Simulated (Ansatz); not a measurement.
Geometry optimisation, Ansatz 0.2.0, DFT r2SCAN, scalar-relativistic, plane waves, PAW.

input.yaml

```yaml
crystal:
  lattice:
    - [5.451362, 0.0, 0.0]
    - [0.0, 5.451362, 0.0]
    - [0.0, 0.0, 5.451362]
  atoms:
    - { symbol: O, position: [0.9056131, 0.9310589, 0.6546676] }
    - { symbol: H, position: [0.7287511, 0.9249229, 0.6704857] }
    - { symbol: H, position: [0.9596986, 0.7730542, 0.7153083] }
    - { symbol: O, position: [0.7040284, 0.4495061, 0.880862] }
    - { symbol: H, position: [0.603747, 0.5958213, 0.8706865] }
    - { symbol: H, position: [0.7592113, 0.446876, 1.0497287] }
    - { symbol: O, position: [0.2865234, 0.392903, 0.7307104] }
    - { symbol: H, position: [0.2068536, 0.3857654, 0.5720605] }
    - { symbol: H, position: [0.3489181, 0.228316, 0.7549192] }
    - { symbol: O, position: [1.0474145, 0.8752129, 0.1733652] }
    - { symbol: H, position: [1.0052348, 0.7155908, 0.107717] }
    - { symbol: H, position: [0.9180538, 0.9816147, 0.1140989] }
    - { symbol: S, position: [0.4835501, 0.7697911, 0.2184397] }
    - { symbol: H, position: [0.5608348, 0.964946, 0.090706] }
    - { symbol: H, position: [0.3423086, 0.6876392, 0.0349291] }
basis:
  ecutwfc: 500.0
kpoints:
  mp_grid: { grid: [1, 1, 1] }
hamiltonian:
  xc: r2scan
scf:
  occupations: { method: fermi_dirac, width: 0.02 }
  lower_state_search: "off"
relax:
  f_tol: 0.3
  max_steps: 15
  adjacent_minimum: "off"
```

Run as:

```bash
$ ansatz run input.yaml --threads 1 --pin off --max-ram 3072MiB --backend cpu --events-out ev --progress --plain --runs-dir out
```

Question: Where does it end, and by what steps?

Answer: It converged. The threshold is loose, so the end isn't yet a minimum. The force dipped under the threshold on the way, but the program's further checks kept it going. Limits of this set-up: coarse k mesh. After 13 steps the energy has fallen by 3.517 eV; H11 moved furthest, 1.66 Å.

| step | energy less start (eV) | largest force component (eV/Å) | accepted |
| --- | --- | --- | --- |
| 0 | 0.0000 | 1.820 | yes |
| 1 | -0.8866 | 1.096 | yes |
| 2 | -1.5312 | 1.109 | yes |
| 3 | -1.9550 | 1.570 | yes |
| 4 | -2.3239 | 0.990 | yes |
| 5 | -2.5990 | 0.917 | yes |
| 6 | -2.8173 | 0.791 | yes |
| 7 | -3.0060 | 1.219 | yes |
| 8 | -3.1908 | 0.729 | yes |
| 9 | -3.3274 | 0.578 | yes |
| 10 | -3.4324 | 0.588 | yes |
| 11 | -3.4777 | 0.521 | yes |
| 12 | -3.5171 | 0.230 | yes |
| 13 | -3.5171 | 0.232 | yes |

```xyz
15
Lattice="5.4514 0.0000 0.0000 0.0000 5.4514 0.0000 0.0000 0.0000 5.4514" Properties=species:S:1:pos:R:3
O 4.722 5.263 3.376
H 3.859 5.711 3.375
H 4.531 4.371 3.731
O 4.142 2.855 4.568
H 3.346 2.417 4.201
H 3.958 2.926 5.518
O 2.102 1.184 3.713
H 1.325 1.199 3.139
H 1.731 0.863 4.560
O 6.009 5.994 0.475
H 5.741 5.422 1.210
H 5.375 5.827 -0.249
S 2.596 3.581 1.875
H 2.620 4.632 1.041
H 1.696 2.940 1.107
```

Whether the end is a true minimum wasn't checked by a vibrational analysis.

Time of the run: 2.2 min on 1 thread of Arm Neoverse V2 (shared host), peak memory 0.56 GiB.
